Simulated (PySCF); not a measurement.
PBE on I (iodine, neutral), [Kr] 4d10 5s2 5p4 5d1, one real determinant (an excited configuration). Calculation: PySCF 2.14, in aug-cc-pVTZ-PP with ECP28MDF (6s5p4d2f, 55 functions); scalar relativity through the core potential.

```
cycle= 1 E= -295.362803469568  delta_E= -0.00772  |g|= 0.0206  |ddm|= 0.474
cycle= 2 E= -295.363005278871  delta_E= -0.000202  |g|= 0.00547  |ddm|= 0.0783
cycle= 3 E= -295.36302925991  delta_E= -2.4e-05  |g|= 0.00253  |ddm|= 0.0255
cycle= 4 E= -295.363031755362  delta_E= -2.5e-06  |g|= 0.00021  |ddm|= 0.00555
cycle= 5 E= -295.363031775744  delta_E= -2.04e-08  |g|= 1.31e-05  |ddm|= 0.000373
cycle= 6 E= -295.363031775871  delta_E= -1.27e-10  |g|= 1.11e-06  |ddm|= 3.29e-05
converged SCF energy = -295.363031775871  <S^2> = 3.7533913  2S+1 = 4.0016953
```

Highest occupied orbital energy: 0.249 eV; ⟨L²⟩ = 8.02; populations by l: s 4.00, p 10.00, d 11.00, f 0.00.

Question: Can this result be used?

Answer: Not for this state. Self-consistency was reached. ⟨L²⟩ = 8.02 against 12 for a pure F term, so this real determinant mixes terms. Energies and moments cover only the electrons outside the core potential. The outer electron is Rydberg-like, and this basis confines it to a smaller radius and binds it less than a complete one would. At PBE the highest occupied level has a positive energy, so only the finite basis holds that electron; for this excited configuration the basis is too tight for the outer shell.
